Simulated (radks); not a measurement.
The numbers below are computed, except where a source is named.
Effect of the nuclear size on neutral niobium, [Kr] 4d4 5s1. Code: a radial shooting solver on a logarithmic mesh with Libxc functionals. Model: Dirac Kohn-Sham, BLYP, spin-unpolarised, spherical densities, finite nucleus; open shells fill j = l - 1/2 first; Fermi nuclear charge, rms radius 4.324 fm. The rms radius is varied about that value; shifts are against it.

rms radius (fm)  total energy shift (eV)  density at nucleus (e/bohr^3)  1s1/2 shift (meV)  2s1/2 shift (meV)  4s1/2 shift (meV)
3.7532                            -0.313                      8.374e+04               -132              -14.0             -0.385
4.0905                            -0.133                        8.3e+04              -56.2              -5.96             -0.163
4.324                                  0                      8.252e+04              0.000              0.000              0.000
4.7218                             0.242                      8.178e+04                102               10.8              0.297
4.8991                             0.355                      8.147e+04                150               15.9              0.437

Slopes of the eigenvalues against <r^2> in GHz/fm^2, as finite differences over the two radii next to the reference (eigenvalue slopes, not the field-shift constants of lines): 1s1/2 6880, 2s1/2 730, 4s1/2 20.0.
